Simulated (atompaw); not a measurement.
# Before and after: PAW (atompaw) potential for platinum

atompaw 4.2.0.5 input, output lines left out:

```
Pt 78
GGA-PBE scalarrelativistic loggrid 2001 logderivrange -2 5 176
6 6 5 4 0 0
6 0 1
6 1 0
5 2 9
0 0 0
c
c
c
c
c
v
c
c
c
c
v
c
c
v
c
2
3.00 2.75 2.15 2.50
y
0.95
n
y
0.5
n
y
1.85
n
custom rrkj vanderbiltortho sinc
3 0.5 troulliermartins
2.85
2.85
3.00
3.00
3.00
1.30
```

All-electron outer shells of the reference configuration (PBE, scalar-relativistic, ld1.x):

```csv
shell,level (eV),outermost node (bohr),outermost maximum (bohr)
4f,-70.08,–,0.38
5p,-56.02,0.53,0.98
5d,-6.14,0.57,1.26
6s,-5.66,1.14,2.38
6p,-0.84,1.36,3.69
```

Change: all radii scaled by about 0.80 (s 2.28, p 2.40, d 2.40 bohr); local potential troulliermartins scheme with l = 3 at 0.5 Ry, radius 1.72 bohr; augmentation sinc compensation charge, radius 2.20 bohr; PAW radius 2.40 bohr; waves and projectors: custom rrkj vanderbiltortho; core correction smooth core density matched at 2.00 bohr.

Cutoffs: the cutoffs (Ry, on a coarse ladder) from which the occupation-weighted sum of valence levels, in a spherical-Bessel basis at the reference potential, stays within 10 and 1 mRy of its value at 400 Ry; they do not see the model core or the augmentation charge, which bear on the density cutoff.

What does the change do?

The potential gets harder (12 Ry and 18 Ry → 18 Ry and 30 Ry); the bound ghosts move from s to p, s. A smaller radius makes the pseudo-wave follow the all-electron one further in, where it bends more sharply, so more plane waves are needed.

| quantity | base | changed |
| --- | --- | --- |
| cutoff, loose | 12 Ry | 18 Ry |
| cutoff, tight | 18 Ry | 30 Ry |
| loose cutoff by channel (10 mRy a level) | s 6 Ry, d 8 Ry | s 6 Ry, d 15 Ry |
| bound ghosts | s | s, p |
| lowest overlap eigenvalue by channel | s 0.23, p 0.40, d 0.72 | s 0.26, p 0.66, d 0.28 |

 A true bound ghost makes a file unfit for plane-wave use even where its test errors are small: the radial tests pick states by their node count and pass the ghost by. The cutoffs see the waves, projectors and local potential, not the compensation charge or the core.
